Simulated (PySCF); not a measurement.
A calculated (M06-L, PySCF 2.14, pcseg-2, no relativity, point nucleus) atom or ion has these occupied shells.

```csv
shell,electrons,orbital energy (eV),"rms radius, mean of both spins (bohr)"
1s α,1,-2113.5,0.121
1s β,1,-2113.4,0.121
2s α,1,-201.89,0.566
2s β,1,-201.76,0.566
2p α,3,-150.52,0.542
2p β,3,-150.29,0.542
3s α,1,-34.556,1.87
3s β,1,-33.149,1.87
3p α,1,-25.061,2.10
```

(1) Name the element and its charge.

Results:

(1) P²⁺ (phosphorus, charge +2), in [Ne] 3s2 3p1, 2P determinant.
